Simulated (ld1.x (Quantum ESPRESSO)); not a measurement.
Reading a pseudo-wave (Zn (Z = 30))

Columns: radius, all-electron u(r) and pseudo u(r) of the 3p shell (level -93.02 eV) of zinc in the configuration [Ne] 3s2 3p6 3d10 4s1 4p0; LDA (PZ), scalar-relativistic, RRKJ scheme, ld1.x (Quantum ESPRESSO) 7.5.

| r (bohr) | all-electron | pseudo |
| --- | --- | --- |
| 0.047 | 0.3323 | -0.0215 |
| 0.095 | 0.6396 | -0.0863 |
| 0.142 | 0.6429 | -0.1870 |
| 0.190 | 0.4190 | -0.3202 |
| 0.237 | 0.0932 | -0.4707 |
| 0.285 | -0.2592 | -0.6337 |
| 0.332 | -0.5720 | -0.7910 |
| 0.380 | -0.8332 | -0.9384 |
| 0.427 | -1.0252 | -1.0610 |
| 0.475 | -1.1587 | -1.1576 |
| 0.522 | -1.2362 | -1.2212 |
| 0.570 | -1.2706 | -1.2542 |
| 0.617 | -1.2701 | -1.2576 |
| 0.665 | -1.2435 | -1.2359 |
| 0.712 | -1.1991 | -1.1954 |
| 0.760 | -1.1411 | -1.1397 |
| 0.807 | -1.0765 | -1.0761 |
| 0.855 | -1.0061 | -1.0061 |
| 0.902 | -0.9357 | -0.9357 |
| 0.950 | -0.8641 | -0.8641 |
| 0.997 | -0.7958 | -0.7958 |
| 1.045 | -0.7289 | -0.7289 |
| 1.092 | -0.6666 | -0.6666 |
| 1.140 | -0.6069 | -0.6069 |
| 1.187 | -0.5522 | -0.5522 |
| 1.235 | -0.5004 | -0.5004 |

**Question.** How many radial nodes do the two functions have?

**Answer.** The all-electron 3p function has n − l − 1 = 1; the pseudo-wave has 0, since the states of the same l below it are removed with the core.

**Question.** At about which radius was the pseudo-wave matched?

**Answer.** 0.95 bohr. The columns agree to 0.0005 from 0.81 bohr on; several derivatives are matched, so the curves merge somewhat inside the radius.

**Question.** Where does each function peak?

**Answer.** Outermost all-electron maximum near 0.57 bohr, pseudo maximum near 0.62 bohr (to the table’s step).

**Question.** Is the pseudo-wave norm-conserving?

**Answer.** Yes: the RRKJ scheme keeps the norm inside the radius equal to the all-electron one, which fixes the energy derivative of the logarithmic derivative at the level.
